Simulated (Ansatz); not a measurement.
Isomers of C2H5BClFSi, relaxed with PBE0-D4/def2-TZVP in Ansatz; electronic energies, one conformer each and not always the lowest. Functionals use def2-TZVPP; CBS adds triple-zeta CCSD(T) − MP2 to the MP2 limit of def2-TZVPP and def2-QZVPP.

Q: Order them by energy at frozen-core CCSD(T)/CBS, lowest first. (Best estimate.)
A. `F[C@@H]1B[Si@H](Cl)C1`
B. `FC1([SiH3])CB1Cl`
C. `FC1([SiH2]Cl)BC1`

A: A (0.0 kcal/mol), C (10.9 kcal/mol), B (14.7 kcal/mol).

Q: How do PBE0-D4, r2SCAN-D4, B3LYP, PBE-D4 place them (kcal/mol, against `F[C@@H]1B[Si@H](Cl)C1`)? (An estimate is asked.)

A: Ansatz gave: 
```
            isomer  PBE0-D4  r2SCAN-D4  B3LYP  PBE-D4
`FC1([SiH3])CB1Cl`     15.3       13.7   10.4    14.4
`FC1([SiH2]Cl)BC1`     12.6       10.6    7.9    12.8
```

B3LYP here is the variant with VWN-RPA as its local correlation; programs differ in this.
